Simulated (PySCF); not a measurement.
B2Cl4, SMILES ClB(Cl)B(Cl)Cl.

Coordinates come from a B3LYP-D3(BJ)/def2-SVP optimisation. The values are those of a single conformer.

Calculation: TDA-LC-ωPBE/def2-SVPD in PySCF.

Vertical excitations; the highest root listed may be one member of a degenerate set. Gas-phase values at a fixed geometry. State labels are in the subgroup D2.

Computed lowest excited states:
```csv
state,symmetry,energy (eV),λ (nm),f,main pairs
S1,B2,5.39,230,0.007,HOMO→LUMO (degenerate set)
S2,B3,5.39,230,0.007,HOMO→LUMO+1 (degenerate set)
S3,A,6.16,201,0.000,"HOMO−1→LUMO+1 49 %, HOMO−2→LUMO 49 %"
S4,B1,6.17,201,0.000,"HOMO−2→LUMO+1 49 %, HOMO−1→LUMO 49 %"
S5,B2,7.18,173,0.140,"HOMO−3→LUMO+1, HOMO−4→LUMO, HOMO−5→LUMO+1 (degenerate set)"
S6,B3,7.18,173,0.140,"HOMO−3→LUMO, HOMO−4→LUMO+1, HOMO−5→LUMO (degenerate set)"
S7,A,7.58,164,0.000,"HOMO−2→LUMO 44 %, HOMO−1→LUMO+1 44 %"
S8,B1,7.78,159,0.094,"HOMO−1→LUMO 48 %, HOMO−2→LUMO+1 48 %"
S9,B2,7.95,156,0.069,HOMO−5→LUMO+1 (degenerate set)
S10,B3,7.95,156,0.069,HOMO−5→LUMO (degenerate set)
T1,B2,4.64,267,0,HOMO→LUMO (degenerate set)
T2,B3,4.64,267,0,HOMO→LUMO+1 (degenerate set)
T3,B1,5.96,208,0,"HOMO−2→LUMO+1 48 %, HOMO−1→LUMO 48 %"
T4,A,5.97,208,0,"HOMO−1→LUMO+1 48 %, HOMO−2→LUMO 48 %"
```
Triplets are in the Tamm–Dancoff approximation.
